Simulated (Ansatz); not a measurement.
Ansatz (an electronic-structure program) input (wB97X/def2-TZVPD):

Ansatz 0.2 input:
```yaml
crystal:
  periodic: [false, false, false]
  atoms:
    - {symbol: C, position_ang: [1.96671754, 1.33625497, -0.10266147]}
    - {symbol: C, position_ang: [0.67226136, 1.05137167, 0.07329669]}
    - {symbol: B, position_ang: [0.06283582, -0.37103810, -0.07869627]}
    - {symbol: C, position_ang: [0.92942526, -1.62546751, -0.45992008]}
    - {symbol: C, position_ang: [-1.46269884, -0.60006360, 0.14812497]}
    - {symbol: C, position_ang: [-2.34504432, 0.34948808, 0.47654847]}
    - {symbol: H, position_ang: [2.36276031, 2.34008827, 0.01059776]}
    - {symbol: H, position_ang: [2.68782301, 0.57203564, -0.36891582]}
    - {symbol: H, position_ang: [0.03007771, 1.88845091, 0.33893809]}
    - {symbol: H, position_ang: [1.99328536, -1.44854020, -0.61496062]}
    - {symbol: H, position_ang: [0.82526941, -2.39366204, 0.31556622]}
    - {symbol: H, position_ang: [0.52843731, -2.08631819, -1.37051087]}
    - {symbol: H, position_ang: [-1.85696247, -1.60940611, 0.03354829]}
    - {symbol: H, position_ang: [-3.39934275, 0.13949351, 0.62387808]}
    - {symbol: H, position_ang: [-2.04949296, 1.38354713, 0.61300875]}
basis:
  gaussian:
    orbitals: def2-TZVPD
hamiltonian:
  xc: {name: wB97X}
```

End of the output:

```
integrals: 0.33 GiB planned
1494 factors; their error is unknown
integrals: 0.37 GiB planned
607 factors; integrals over basis functions are off by at most 5.2e-6 eV
0.57 GiB of the device are held for the grids
2.06 GiB of device memory are held for the factors and their scratch space
mean field: 2.16 GiB planned
mean field evaluation 1: about -6001.3791 eV, gradient 5.2e1 eV
mean field evaluation 2: about -6005.1414 eV, gradient 3.4e1 eV
mean field evaluation 4: about -6007.7342 eV, gradient 2.4e0 eV
mean field evaluation 8: about -6007.7491 eV, gradient 6.8e-2 eV
mean field evaluation 16: about -6007.7069 eV, gradient 2.9e-4 eV
mean field -6007.70690882 eV, -220.7791567291 hartree, gradient 3.1e-5 eV, S^2 0.000000; 0 other end points of the search recorded, 0 dependent functions left out
reference -6007.70686603 eV, -220.7791551567 hartree; 22, 22 occupied and 281, 281 virtual orbitals, 1494 factors
Total energy: -6007.70686603 eV, -220.7791551567 hartree
```
